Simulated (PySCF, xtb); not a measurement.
SiI₂, SMILES [Si](I)I (connectivity only; charge and spin as stated), neutral, multiplicity 1.

GFN2-xTB (xtb) at its own geometry gives an orbital gap of 2.34 eV and a dipole moment of 3.81 D.

The structure is a stationary point at r2SCAN-D4/def2-SVP. The def2 effective core potentials stand for the cores of I; spin–orbit coupling is left out.

Question: What does HF/def2-TZVPD (PySCF) give? (The exact figures need the calculation; the answer reports its results.)

Answer: gap 8.90 eV (levels -9.27 and -0.38 eV), dipole 1.02 D.
